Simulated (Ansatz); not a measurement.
Input for Ansatz (an electronic-structure program): R-CCSD(T)/def2-TZVPPD on H2SeZn (SMILES [ZnH][SeH]), atoms moved off the minimum. Files ending in .json are basis or fitting sets from the Basis Set Exchange. The run froze 23 orbitals, filled d shells among them.

Ansatz 0.2 input:
```yaml
crystal:
  periodic: [false, false, false]
  atoms:
    - {symbol: Zn, position_ang: [-0.74336329, -0.32226400, -0.77451243]}
    - {symbol: H, position_ang: [-1.63501278, -1.16037118, -1.93322115]}
    - {symbol: Se, position_ang: [0.61424629, 0.49149231, 0.74688121]}
    - {symbol: H, position_ang: [0.77356391, -0.78965326, 1.53789736]}
basis:
  gaussian:
    orbitals: def2-TZVPPD.json
magnetization: {spin_polarized: false}
correlation: {method: ccsd_t, electrons: outside_noble_gas}
scf: {lower_state_search: off}
output: {forces: true}
```

Q: What total energy does the run end on?

A: -4179.4940 hartree (reference determinant -4178.8274, T1 diagnostic 0.016).

Q: How many basis functions does it have, and what does it roughly cost on one machine?

A: 158 functions; very roughly 2.9 core-minutes.
